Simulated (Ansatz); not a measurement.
Calculated with Ansatz (gas phase, PBE0-D4/def2-TZVP geometries, no zero-point term in ΔE). CBS: MP2 limit from def2 TZ/QZ plus the TZ coupled-cluster correction, frozen cores. This one scheme is used for every species. DFT in def2-TZVPP. B3LYP here is the variant with VWN-RPA as its local correlation; programs differ in this. Each species was taken in one conformer, which may not be the lowest.

Consider the hydrogenolysis of a C–Si bond: `O/C(Cl)=C/[SiH3]` + H₂ → `C=C(O)Cl` + SiH₄.

```tsv
level	ΔE (kJ/mol)	difference from CCSD(T)/CBS
PBE0-D4	-7.1	-0.6
B3LYP-D4	-8.6	-2.1
ωB97X-V	-10.9	-4.4
ωB97M-V	-8.1	-1.6
B2PLYP	-14.1	-7.6
r2SCAN	-4.9	1.6
PBE0	-13.6	-7.1
B3LYP	-20.4	-13.9
HF/def2-TZVPP	-37.5	-31.0
MP2/def2-TZVPP	-2.3	4.2
SCS-MP2/def2-TZVPP	-10.2	-3.7
CCSD/def2-TZVPP	-17.1	-10.6
CCSD(T)/def2-TZVPP	-10.9	-4.4
MP2/def2-QZVPP	0.4	6.9
SCS-MP2/def2-QZVPP	-7.6	-1.1
MP2/CBS(def2)	2.0	8.5
CCSD(T)/CBS	-6.5	0
```

Largest T1 diagnostic among the species: 0.012.

The D4 term adds +11.8 kJ/mol with B3LYP and +6.5 kJ/mol with PBE0; it sums over pairs of atoms, weighted by their polarisabilities, and B3LYP, whose exchange is more repulsive, gets the larger term. In def2-TZVPP, CCSD(T) changes the Hartree–Fock value by +26.6 kJ/mol (the triples alone add +6.2 kJ/mol) and MP2 by +35.2 kJ/mol.
